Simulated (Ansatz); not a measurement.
Si(Cl)(OH)2(NH2) (ClH4NO2Si), SMILES Cl[Si](N)(O)O.

Coordinates come from a PBE0-D3(BJ)/def2-SVP optimisation. Other conformers were not sampled.

Two levels are set side by side: PBE/def2-SVPD (Ansatz, a quantum-chemistry and plane-wave program) and PBE0/def2-SVPD (Ansatz). Energy differences of separate SCF runs at the same geometry; the states with an electron removed or added have multiplicity 2 and 2. Differences are taken from unrounded values.

```
quantity                            PBE0
---------------------------------  -----
vertical ionisation energy (eV)    10.42
vertical singlet–triplet gap (eV)   6.63
```

### Question
What does PBE give, and how far is it from PBE0? (Estimate from the structure and the level; the computed values follow.)

### Answer

```json
[
 {"quantity": "vertical ionisation energy (eV)", "PBE": "9.91", "PBE minus PBE0": "-0.51"},
 {"quantity": "vertical singlet–triplet gap (eV)", "PBE": "6.13", "PBE minus PBE0": "-0.50"}
]
```
